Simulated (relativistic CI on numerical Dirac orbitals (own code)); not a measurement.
Ni³⁺: sensitivity of the levels to the model

Base calculation: Dirac-Coulomb-Breit CI, KLI orbitals optimised for each configuration, model QED (radiative potential, 1s self-energy scaled to tabulated hydrogen-like ionisation energies), valence Slater integrals scaled by 0.85, P86 correlation energy added to each configuration.

CI space (outside the closed core [Ne] 3s2): 3p6 3d7, 3p6 3d6 4s, 3p6 3d6 4p, 3p6 3d6 4d, 3p6 3d6 5s, 3p6 3d5 4s2, 3p6 3d6 5p, 3p5 3d8, 3p6 3d6 4f, 3p6 3d6 5d, 3p6 3d5 4s 4p, 3p6 3d6 5g, 3p4 3d9. Levels of other configurations are missing.

Variants: (1) no correlation estimate; (2) valence Slater integrals scaled by 0.75; (3) Breit term removed; (4) one mean potential for all configurations. Shifts of the energy above 3p6 3d7 4F_9/2, in cm⁻¹, for the lowest level and the first level of each name with at least 55 % of one term (blank where a level changes its place among those of its configuration and J or its character, or is not in the variant):

```tsv
Level	Base	Δ(1)	Δ(2)	Δ(3)	Δ(4)	Measured
3p6 3d7 4F_9/2	0.0	0.0	0.0	0.0	0.0	0.0
3p6 3d7 4F_7/2	1148.0	-0.3	+2.4	+43.8	-49.4	1189.7
3p6 3d7 4F_5/2	1969.5	-0.4	-3.0	+76.0	-82.8	2042.5
3p6 3d7 4F_3/2	2525.1	-0.5	-9.4	+96.6	-104.6	2621.1
3p6 3d7 4P_5/2	17090.4	-15.8	-1833.6	-21.3	-195.1	18118.6
3p6 3d7 4P_3/2	17385.7	-14.9	-1856.5	-28.2	-194.5	18366.8
3p6 3d7 4P_1/2	17921.3	-15.6	-1836.5	+43.9	-229.8	18958.4
3p6 3d7 2G_9/2	19054.6	+7.8	-2117.3	+45.7	-56.5	19829.6
3p6 3d7 2G_7/2	20122.0	+7.8	-2107.3	+119.1	-104.9	20947.6
3p6 3d7 2P_3/2	23055.4	+2.3	-2383.2	-53.0	-130.9	23648.9
3p6 3d7 2P_1/2	24280.5	+3.2	-2379.9	+73.9	-184.6	24651.4
3p6 3d7 2D_5/2	24960.7	+1.3	-2526.3	+3.8	-165.5	27096.5
3p6 3d7 2H_11/2	26061.6	+4.4	-3047.3	+141.0	-91.3	26649.1
3p6 3d7 2D_3/2	26859.9	+1.6	-2510.7	+169.3	-255.6	28777.7
3p6 3d7 2H_9/2	27041.9	+4.4	-3025.8	+175.3	-136.9	27677.6
3p6 3d7 2F_5/2	41930.8	-6.9	-4702.6	-3.7	-231.0	43437.5
3p6 3d7 2F_7/2	42338.5	-6.9	-4695.5	+117.8	-256.4	43858.6
3p6 3d6 4s 6D_9/2	111725.1	-5974.1	+1986.1	-156.1	+813.1	110410.6
3p6 3d6 4s 6D_7/2	112494.5	-5974.1	+1989.0	-143.1	+839.5	111195.8
3p6 3d6 4s 6D_5/2	113052.9	-5974.1	+1986.8	-133.0	+856.7	111763.3
3p6 3d6 4s 6D_3/2	113435.8	-5974.1	+1984.0	-125.9	+867.9	112151.9
3p6 3d6 4s 6D_1/2	113660.1	-5974.1	+1982.1	-121.5	+874.4	112379.3
```

Correlation outside the listed configurations is missing or only estimated: errors of thousands of cm⁻¹ between configurations and terms are usual at this charge. Rates and lifetimes follow the computed energies and can be off by large factors. The fine structure of a lone outer electron comes out too small, for d and f at times inverted, and misplaced configurations move strength between like terms. 50 of the 54 excited levels that our extract of the measured tables holds in this range could be paired (the sources list more); they are missed by 1145 cm⁻¹ on average and 4677 at most, and levels without a partner can miss by more.

Measured levels: Corliss and Sugar, J. Phys. Chem. Ref. Data 10, 197 (1981).

Ionisation energy from the two ground configurations alone: base 54.68 eV; no correlation estimate 53.32 eV; valence Slater integrals scaled by 0.75 54.89 eV. The NIST ASD value (semi-empirical) is 54.92 eV.
